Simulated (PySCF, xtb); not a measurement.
CH₆OSi₂, SMILES C1O[SiH2][SiH2]1.

GFN2-xTB run with xtb at its own geometry gives an orbital gap of 3.74 eV and a dipole moment of 1.92 D.

Coordinates come from a TPSSh-D3(BJ)/def2-SVP optimisation.

Question: What does PySCF with PBE/def2-TZVP give? (Estimate from the structure and the level; the computed values follow.)

Answer: gap 5.20 eV (levels -6.52 and -1.32 eV), dipole 1.15 D.
